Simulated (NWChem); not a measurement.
System: Si2NH5, singlet; SMILES N[Si][SiH3]

NWChem input:

```
start job
memory heap 200 mb stack 900 mb global 1100 mb
geometry units angstroms noautosym nocenter noautoz
  Si    -0.878398     0.845898    -0.002946
  N      0.675731     1.623715     0.000647
  H      0.753523     2.646660     0.000776
  H      1.601565     1.180565     0.002906
  Si     0.045037    -1.400755    -0.001227
  H      1.562743    -1.414699     0.003887
  H     -0.406570    -2.183036    -1.213609
  H     -0.414852    -2.185279     1.206558
end
basis spherical
  * library 6-31g*
end
dft
  xc xpbe96 cpbe96
  iterations 150
end
cosmo
  do_cosmo_smd true
  solvent cychexan
end
task dft energy
```

Low-valent species are run as closed-shell singlets; no triplet was tried in these runs. The geometry was optimised at PBE-D3(BJ)/def2-SVP. Solvent: cyclohexane.

Level: PBE/6-31G* with SMD (1 M gas to 1 M solution), gas-phase geometry. Reactions with the solvent are ignored.

Question: What results follow from this input? (PBE/6-31G* (spherical d), SMD on the gas-phase geometry.) Quantities: solvation free energy (kcal/mol); cavity-dispersion-structure term (kcal/mol); dipole in solution (D).

Answer: 
```
Quantity                                     Result
-------------------------------------------  ------
solvation free energy (kcal/mol)               -2.1
cavity-dispersion-structure term (kcal/mol)     0.2
dipole in solution (D)                         3.00
```
